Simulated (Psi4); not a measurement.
Internal rotation in heptane, SMILES CCCCCCC (C₇H₁₆). Scanned: dihedral C4–C3–C2–C1; all other coordinates were relaxed at GFN2-xTB. Points at φ and −φ are mirror images.

Geometry of the scan point at 0° (Å):
```
23

C     -2.3741    -1.8015     1.0206
C     -2.5140    -0.4670     0.2944
C     -1.1934     0.2316    -0.1046
C      0.0959    -0.4959     0.2750
C      1.3255     0.2949    -0.1677
C      2.6267    -0.4143     0.2001
C      3.8504     0.3815    -0.2374
H     -3.3637    -2.1935     1.2473
H     -1.8352    -1.6871     1.9571
H     -1.8551    -2.5327     0.4071
H     -3.1107    -0.6353    -0.6046
H     -3.0900     0.2046     0.9346
H     -1.1854     0.3841    -1.1862
H     -1.1646     1.2233     0.3528
H      0.1218    -1.4797    -0.1961
H      0.1398    -0.6382     1.3558
H      1.3096     1.2822     0.3008
H      1.2908     0.4441    -1.2498
H      2.6467    -1.3991    -0.2726
H      2.6611    -0.5666     1.2814
H      3.8443     0.5286    -1.3153
H      4.7651    -0.1415     0.0325
H      3.8602     1.3589     0.2402
```

Level of theory: Psi4 with PBE-D3(BJ)/def2-SVP // GFN2-xTB.

Scanned values (°): -160, -140, -120, -100, -80, -60, -40, -20, 0, 20, 40, 60, 80, 100, 120, 140, 160, 180.

### Question
Describe the profile: where are the wells and the tops?

### Answer
Lower than their neighbours: -60° (2.2 kJ/mol), 60° (2.2 kJ/mol), 180° (0.0 kJ/mol). Higher than their neighbours: -120° (13.5 kJ/mol), 0° (21.0 kJ/mol), 120° (13.5 kJ/mol). The whole profile spans 21.0 kJ/mol.
